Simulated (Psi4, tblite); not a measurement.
Two rigid molecules brought together: C2H2 ··· H6B3N3 (SMILES C#C and B1NBNBN1). Monomers: optimised at B3LYP-D3(BJ) (def2-TZVP), held rigid. Orientation: lowest of the rigid-body minima from ten starts at GFN2-xTB. Only R, the distance of the centres of mass, is varied, so the lowest point isn't the relaxed dimer.

Geometry at R = 4.07 Å (first 4 atoms: monomer A):
```
16

C     -0.4456     0.0070    -0.3993
C      0.4456    -0.0069     0.3993
H     -1.2367     0.0170    -1.1087
H      1.2367    -0.0171     1.1087
B     -2.3764     1.6066    -3.2122
N     -1.4162     0.8378    -3.9367
B     -1.4480    -0.5882    -3.9951
N     -2.4999    -1.2439    -3.2868
B     -3.4928    -0.5377    -2.5429
N     -3.4013     0.8868    -2.5270
H     -2.3245     2.7975    -3.1806
H     -0.6836     1.3230    -4.4281
H     -0.6320    -1.2046    -4.6085
H     -2.5433    -2.2494    -3.3130
H     -4.3602    -1.1125    -1.9605
H     -4.0901     1.4071    -2.0088
```

Levels: SAPT0/jun-cc-pVDZ, frozen core (Psi4); GFN2-xTB (tblite).

Interaction energies in kcal/mol (negative: bound); R is the distance of the centres of mass, d the H3···N10 distance.

```
R / Å  d / Å  SAPT0/jun-cc-pVDZ  GFN2-xTB
-----  -----  -----------------  --------
3.44    2.18               4.18      0.30
3.68    2.38               0.50     -2.25
3.83    2.52              -0.60     -2.89
4.07    2.73              -1.34     -3.11
4.24    2.88              -1.46     -2.97
4.49    3.11              -1.36     -2.58
4.75    3.36              -1.15     -2.13
5.09    3.68              -0.86     -1.61
5.57    4.14              -0.56     -1.06
6.30    4.84              -0.30     -0.56
7.27    5.79              -0.14     -0.27
8.59    7.08              -0.06     -0.12
```

Lowest grid point: SAPT0/jun-cc-pVDZ -1.46 kcal/mol at R = 4.24 Å; GFN2-xTB -3.11 kcal/mol at R = 4.07 Å.
